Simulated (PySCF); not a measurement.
This PySCF input asks for the NMR shieldings of SMILES C/N=C\CC(=O)[Si@H](N)[SiH3], C₄H₁₂N₂OSi₂; the geometry comes from GFN2-xTB.

```python
import basis_set_exchange as bse
import numpy as np
from pyscf import gto, dft
from pyscf.prop import nmr

atoms = """
C     2.092698   -1.454584    0.091662
N     2.391715   -0.166316    0.629900
C     1.980014    0.922766    0.167815
C     1.087879    1.202366   -1.015055
C    -0.299385    1.456996   -0.461392
O    -0.632200    2.560988   -0.088719
Si   -1.511711   -0.018525   -0.267368
N    -3.015567    0.791203   -0.472101
Si   -1.224198   -1.143522    1.737991
H     3.025104   -1.879388   -0.284857
H     1.757060   -2.081686    0.918091
H     1.335772   -1.474002   -0.700499
H     2.290482    1.809977    0.710671
H     1.451140    2.104176   -1.509399
H     1.066255    0.367595   -1.713019
H    -1.324841   -0.848578   -1.475106
H    -3.036138    1.788660   -0.326076
H    -3.884038    0.371628   -0.186626
H    -1.010415   -2.577038    1.504093
H    -0.111582   -0.657543    2.556010
H    -2.436965   -1.058232    2.562465
"""
names = dict.fromkeys(["C", "N", "O", "Si", "H"], "pcSseg-1")
basis = {el: gto.basis.parse(bse.get_basis(n, elements=[el], fmt="nwchem")) for el, n in names.items()}
mol = gto.M(atom=atoms, basis=basis, charge=0, verbose=0)
mf = dft.RKS(mol, xc="PBE0")
mf.grids.level = 2
mf.grids.alignment = dft.numint.BLKSIZE   # the property module wants whole blocks of grid points
mf.conv_tol = 1e-9
mf.kernel()

calc = nmr.RKS(mf)   # GIAO
C = mf.mo_coeff
Co = C[:, mf.mo_occ > 0]
resp = mf.gen_response(singlet=True, hermi=2)
def vind(x):   # induced exchange potential for any number of trial vectors
    d = np.einsum("pi,xij,qj->xpq", C, 2 * x.reshape(-1, C.shape[1], Co.shape[1]), Co, optimize=True)
    return np.einsum("xpq,pi,qj->xij", resp(d - d.transpose(0, 2, 1)), C, Co, optimize=True).ravel()
mo1, _ = nmr.rhf.solve_mo1(calc, with_cphf=vind)
sigma = calc.kernel(mo1)
for i, s in enumerate(sigma):   # ppm
    print("%2d %-2s %9.2f" % (i, mol.atom_pure_symbol(i), np.trace(s) / 3))
```

Problem. What does it print?

Solution. 
```
 0 C     143.76
 1 N    -125.23
 2 C      29.45
 3 C     130.68
 4 C     -53.88
 5 O    -482.59
 6 Si    397.92
 7 N     269.52
 8 Si    460.90
 9 H      27.96
10 H      27.73
11 H      28.08
12 H      24.18
13 H      28.48
14 H      26.87
15 H      26.14
16 H      31.36
17 H      32.11
18 H      28.11
19 H      28.40
20 H      28.32
```

These numbers come from an equivalent density-fitted implementation of the same equations, which agrees with the script to about 0.01 ppm for H and up to a few tenths of a ppm for heavy atoms, so last digits may differ.

Size and cost of the density-fitted run: 227 basis functions, 69 s wall time on 1 thread of an Arm Neoverse V1, shared host; peak memory 1.1 GiB.
